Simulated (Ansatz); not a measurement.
Computed with Ansatz on PBE0-D4/def2-TZVP structures; ΔE is electronic, products minus reactants. CBS: MP2 limit from def2 TZ/QZ plus the TZ coupled-cluster correction, frozen cores. Double bonds are as drawn, so ΔE can hold a change between cis and trans. DFT in def2-TZVPP. def2 core potentials past Kr. For In outer-core shells are correlated without core-valence functions, which leaves a few kJ/mol of doubt a bond. Each species was taken in one conformer, which may not be the lowest.

Consider the formal exchange of groups at the In–C bond: `N/C=[CH]\[InH2]` + `FB1CN1` → `[InH2][B]1CN1` + `N/C=C\F`.

`N/C=[CH]\[InH2]`:

Cartesian coordinates in Å:
```
N -1.623 0.377 0.057
C -0.814 -0.260 -0.840
C 0.523 -0.415 -0.774
In 1.738 0.184 0.836
H -2.603 0.161 0.049
H -1.240 0.612 0.959
H -1.365 -0.627 -1.706
H 0.975 -0.898 -1.633
H 3.449 0.008 0.811
H 0.961 0.858 2.239
```

`FB1CN1`:

```xyz
7

F    -0.910    2.040   -0.189
B    -0.356    0.851   -0.113
C    -0.114   -0.518    0.553
N     0.491   -0.001   -0.715
H    -0.817   -1.345    0.445
H     0.568   -0.640    1.394
H     1.137   -0.387   -1.375
```

`[InH2][B]1CN1`:

Z-matrix (Å, degrees):
```
C
B 1 1.586
N 1 1.450 2 52.4
H 1 1.089 2 120.9 3 102.1
H 1 1.089 2 120.9 3 -102.1
In 2 2.215 1 152.4 3 -179.9
H 3 1.003 1 135.7 2 179.9
H 6 1.729 2 122.0 1 88.5
H 6 1.729 2 122.0 1 -88.9
```

`N/C=C\F`:

Cartesian coordinates in Å:
```
N 0.123 -0.110 -1.252
C 0.460 0.196 0.055
C -0.223 -0.163 1.134
F -1.397 -0.822 1.012
H -0.832 -0.410 -1.375
H 0.394 0.580 -1.932
H 1.398 0.717 0.203
H 0.078 0.010 2.156
```

```tsv
level	ΔE (kJ/mol)
PBE0-D4	172.1
r2SCAN	177.4
```

Problem. What does CCSD(T)/CBS give? (Best estimate.)

Solution. Computed: +180.1 kJ/mol. The listed levels differ from it by -8.0, -2.7 kJ/mol.

Largest T1 diagnostic among the species: 0.015.

From BLYP to BHLYP (50 % exact exchange), in def2-TZVPP and without D4, ΔE moves by +8.9 kJ/mol. The D4 term adds +3.3 kJ/mol with B3LYP and +1.7 kJ/mol with PBE0; it sums over pairs of atoms, weighted by their polarisabilities, and B3LYP, whose exchange is more repulsive, gets the larger term.

CCSD(T)/CBS has its own doubt, a few kJ/mol and more with outer-core shells, so smaller differences from it don't rank the levels.

B3LYP here is the variant with VWN-RPA as its local correlation; programs differ in this.
